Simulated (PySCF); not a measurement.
# MoOI₂: fields on a plane

All numbers come from UPBE0/[Mo def2-SVP with ECP28, O def2-SVP, I def2-SVP with ECP28], scalar-relativistic core potentials, density fitting, no spin–orbit coupling, PySCF.

The triplet minimum has Mo–I 2.625 Å (×2), Mo–O 1.641 Å; I–Mo–I 122.2°, I–Mo–O 118.9° (×2).

The plane holds Mo1 at (0.00, 0.00), O2 at (1.64, 0.00), I3 at (-1.27, 2.30), I4 at (-1.27, -2.30) Å. Columns run from x = -3.15 to 4.05 Å, rows from y = 4.65 (top) to -4.35 Å, in steps of 0.3 Å. Other isomers or separated fragments may lie lower. Core electrons replaced by a potential are absent, the electrostatic potential uses the reduced nuclear charge, and values within about 0.7 Å of such atoms have no physical meaning.

**Question.** Give the electrostatic potential (V) (cut at 20 V). Lower edges of the bins (V): '0' -0.63, '1' -0.51, '2' -0.32, '3' -0.01, '4' 0.47, '5' 1.24, '6' 2.46, '7' 4.39, '8' 7.46, '9' 12.31; top 20.0.

**Answer.** 
```
3333333333322222222222222
3333444433322222222222222
3344455544332222222222222
3445666655432222222222222
3456788876543222222222222
4467999998643322222222222
4578999999754322222222222
4579999999864333222222222
4579999999865433322222222
3579999999865443322222222
3468999999876554322222222
3356899998887664321111222
2345678889999876542101122
2334567899999988875200112
3334567999999999997400112
3334568999999999999510012
3334568999999999999510012
3334567999999999997400112
2334567899999988875200112
2345678889999876542101122
3356899998887664321111222
3468999999876554322222222
3579999999865443322222222
4579999999865433322222222
4579999999864333222222222
4578999999754322222222222
4467999998643322222222222
3456788876543222222222222
3445666655432222222222222
3344455544332222222222222
3333444433322222222222222
```

**Question.** Give the electron density (e/Å³) (cut at 5 e/Å³). Every second row and column.

**Answer.** 
```
0.00 0.00 0.00 0.01 0.01 0.00 0.00 0.00 0.00 0.00 0.00 0.00 0.00
0.00 0.01 0.03 0.05 0.04 0.02 0.01 0.00 0.00 0.00 0.00 0.00 0.00
0.01 0.05 0.21 0.41 0.31 0.10 0.02 0.00 0.00 0.00 0.00 0.00 0.00
0.03 0.19 1.00 5.00 1.71 0.34 0.05 0.01 0.00 0.00 0.00 0.00 0.00
0.04 0.29 2.68 1.82 5.00 0.50 0.08 0.01 0.00 0.00 0.00 0.00 0.00
0.03 0.19 0.84 3.27 1.22 0.38 0.09 0.03 0.02 0.01 0.00 0.00 0.00
0.01 0.06 0.22 0.41 0.48 0.53 0.27 0.17 0.20 0.09 0.01 0.00 0.00
0.00 0.02 0.05 0.14 1.07 5.00 3.79 1.35 3.63 0.82 0.06 0.00 0.00
0.00 0.01 0.04 0.11 2.01 0.70 5.00 2.52 5.00 1.61 0.08 0.00 0.00
0.01 0.03 0.10 0.21 0.53 2.01 1.04 0.48 0.90 0.28 0.03 0.00 0.00
0.02 0.11 0.45 0.83 0.68 0.34 0.12 0.07 0.06 0.03 0.00 0.00 0.00
0.04 0.26 1.64 5.00 4.06 0.46 0.09 0.02 0.01 0.00 0.00 0.00 0.00
0.03 0.26 2.03 5.00 5.00 0.46 0.07 0.01 0.00 0.00 0.00 0.00 0.00
0.02 0.11 0.49 1.08 0.70 0.20 0.04 0.01 0.00 0.00 0.00 0.00 0.00
0.01 0.02 0.08 0.15 0.12 0.05 0.01 0.00 0.00 0.00 0.00 0.00 0.00
0.00 0.00 0.01 0.02 0.02 0.01 0.00 0.00 0.00 0.00 0.00 0.00 0.00
```

Open d and f shells are described by one determinant, and the ground state may have another occupation or spin. With an element this heavy the missing spin–orbit coupling can shift these numbers.
